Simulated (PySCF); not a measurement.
AgI, charge -1, doublet, geometry from GFN2-xTB (such geometries of metal compounds can be far from the true shape) (the multiplicity is a formal guess) (core potentials on Ag, I) (in this run its highest filled SCF level lies above zero, so its values depend strongly on the basis, on diffuse functions most of all); B3LYP/def2-SVP in PySCF.

The PySCF input:
```python
from pyscf import gto, scf, dft

mol = gto.M(
    atom='''
Ag   -0.000000   -0.000000   -1.613295
I     0.000000    0.000000    1.430658
''',
    basis='def2-svp',
    ecp={'Ag': 'def2-svp', 'I': 'def2-svp'},
    charge=-1,
    spin=1,
    verbose=4,
)

mf = dft.UKS(mol)
mf.xc = 'b3lyp'
mf.level_shift = 0.3
mf.max_cycle = 100
mf.kernel()
```

**Question.** Predict the main parts of the log of this PySCF run.

**Answer.** 
```
PySCF version 2.14.0

[INPUT] verbose = 4
[INPUT] num. atoms = 2
[INPUT] num. electrons = 45
[INPUT] charge = -1
[INPUT] spin (= nelec alpha-beta = 2S) = 1
[INPUT] symmetry False subgroup None
[INPUT] Mole.unit = angstrom
[INPUT] Symbol           X                Y                Z      unit          X                Y                Z       unit  Magmom
[INPUT]  1 Ag     0.000000000000   0.000000000000  -1.613295000000 AA    0.000000000000   0.000000000000  -3.048685708130 Bohr   0.0
[INPUT]  2 I      0.000000000000   0.000000000000   1.430658000000 AA    0.000000000000   0.000000000000   2.703551797918 Bohr   0.0

nuclear repulsion = 82.576562511642
number of shells = 21
number of NR pGTOs = 118
number of NR cGTOs = 57
basis = def2-svp
ecp = {'Ag': 'def2-svp', 'I': 'def2-svp'}

******** <class 'pyscf.dft.uks.UKS'> ********
method = UKS
initial guess = minao
damping factor = 0
level_shift factor = 0.3
DIIS = <class 'pyscf.scf.diis.CDIIS'>
diis_start_cycle = 1
diis_space = 8
diis_damp = 0
SCF conv_tol = 1e-09
SCF conv_tol_grad = None
SCF max_cycles = 100
direct_scf = True
direct_scf_tol = 1e-13
number electrons alpha = 23  beta = 22
XC library pyscf.dft.libxc version 7.1.2
    S. Lehtola, C. Steigemann, M. J. T. Oliveira, and M. A. L. Marques,  SoftwareX 7, 1–5 (2018)
XC functionals = b3lyp
    P. J. Stephens, F. J. Devlin, C. F. Chabalowski, and M. J. Frisch,  J. Phys. Chem. 98, 11623 (1994)
radial grids:
    Treutler-Ahlrichs [JCP 102, 346 (1995); DOI:10.1063/1.469408] (M4) radial grids

becke partition: Becke, JCP 88, 2547 (1988); DOI:10.1063/1.454033
pruning grids: <function nwchem_prune>
grids dens level: 3
symmetrized grids: False
atomic radii adjust function: <function treutler_atomic_radii_adjust>
small_rho_cutoff = 0
Set gradient conv threshold to 3.16228e-05
tot grids = 44400
init E= -400.849520196023

cycle= 1 E= -443.276638748759  delta_E= -42.4  |g|= 2.01  |ddm|=    6
cycle= 2 E= -444.399098827729  delta_E= -1.12  |g|= 1.25  |ddm|= 4.51
cycle= 3 E= -444.860939327825  delta_E= -0.462  |g|= 0.247  |ddm|= 0.919
cycle= 4 E= -444.898994034284  delta_E= -0.0381  |g|= 0.0614  |ddm|= 0.446
cycle= 5 E= -444.902524021009  delta_E= -0.00353  |g|= 0.0214  |ddm|= 0.122
cycle= 6 E= -444.903374744738  delta_E= -0.000851  |g|= 0.0106  |ddm|= 0.0723
cycle= 7 E= -444.903719313005  delta_E= -0.000345  |g|= 0.00651  |ddm|= 0.0483
cycle= 8 E= -444.903852964192  delta_E= -0.000134  |g|= 0.0042  |ddm|= 0.0293
cycle= 9 E= -444.903910282832  delta_E= -5.73e-05  |g|= 0.00244  |ddm|= 0.0191
cycle= 10 E= -444.903932813564  delta_E= -2.25e-05  |g|= 0.00155  |ddm|= 0.012
cycle= 11 E= -444.903941953779  delta_E= -9.14e-06  |g|= 0.000955  |ddm|= 0.00749
cycle= 12 E= -444.90394558771  delta_E= -3.63e-06  |g|= 0.000662  |ddm|= 0.00473
cycle= 13 E= -444.903947203428  delta_E= -1.62e-06  |g|= 0.000465  |ddm|= 0.00308
cycle= 14 E= -444.903947919314  delta_E= -7.16e-07  |g|= 0.000306  |ddm|= 0.00199
cycle= 15 E= -444.903948237658  delta_E= -3.18e-07  |g|= 0.000211  |ddm|= 0.00131
cycle= 16 E= -444.90394838137  delta_E= -1.44e-07  |g|= 0.000148  |ddm|= 0.000862
cycle= 17 E= -444.903948446403  delta_E= -6.5e-08  |g|= 0.000101  |ddm|= 0.000567
cycle= 18 E= -444.903948476032  delta_E= -2.96e-08  |g|= 6.87e-05  |ddm|= 0.000375
cycle= 19 E= -444.903948489385  delta_E= -1.34e-08  |g|= 4.68e-05  |ddm|= 0.000246
cycle= 20 E= -444.90394849547  delta_E= -6.08e-09  |g|= 3.17e-05  |ddm|= 0.000162
cycle= 21 E= -444.903948498277  delta_E= -2.81e-09  |g|= 2.15e-05  |ddm|= 0.000108
cycle= 22 E= -444.903948499539  delta_E= -1.26e-09  |g|= 1.51e-05  |ddm|= 7.05e-05
cycle= 23 E= -444.903948500135  delta_E= -5.97e-10  |g|= 1.04e-05  |ddm|= 4.73e-05
Extra cycle  E= -444.903948500463  delta_E= -3.28e-10  |g|= 1.51e-05  |ddm|= 8.46e-05
converged SCF energy = -444.903948500463  <S^2> = 0.75152028  2S+1 = 2.0015197
```
